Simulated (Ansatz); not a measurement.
A geometry optimisation of GeH4SiSn with PBE0-D3(BJ)/def2-SVP

The starting geometry of this gas-phase singlet was optimised with GFN2-xTB.

```xyz
7

Ge   -1.1100   -2.4569   -0.7513
Si   -2.4217    0.3988   -1.6930
Sn   -0.8424   -0.1045    0.3219
H    -1.7919    1.3826   -2.5815
H    -2.9295   -0.6211   -2.6260
H    -3.6487    1.0467   -1.2084
H     0.2183   -1.7323   -1.4594
```

Question: Where would you expect an optimisation with PBE0-D3(BJ)/def2-SVP to take it?

Answer: New bonds form, giving a structure with H7 bridging Ge1 and Sn3, given below by its coordinates. Distances that change by over a tenth: Si2–Sn3 (2.61 → 2.91 Å). Contacts that close: Ge1–Si2 (3.28 → 2.48 Å), Sn3–H7 (2.64 → 2.03 Å).

The energy falls by 0.56 eV over 20 steps:

| step | E − E(last) (eV) |
| --- | --- |
| 1 | 0.556 |
| 3 | 0.236 |
| 5 | 0.190 |
| 7 | 0.174 |
| 9 | 0.153 |
| 12 | 0.074 |
| 14 | 0.037 |
| 16 | 0.005 |
| 18 | 0.000 |
| 20 | 0.000 |

Final geometry (Å):

```xyz
7

Ge   -0.9682   -2.0029   -1.4818
Si   -2.3366   -0.0106   -2.0203
Sn   -1.2748   -0.5488    0.6360
H    -1.7670    0.8961   -3.0618
H    -3.6776   -0.5290   -2.4248
H    -2.6540    0.9671   -0.8723
H     0.1523   -0.8585   -0.7729
```

Frequencies at the end are all real (lowest 110 cm⁻¹). Atoms past krypton carry core potentials, without spin–orbit terms. Run with Ansatz 0.2.0, 66 s on 2 threads of Intel(R) Xeon(R) Platinum 8259CL CPU @ 2.50GHz (Skylake/Cascade Lake), with other jobs on the host.
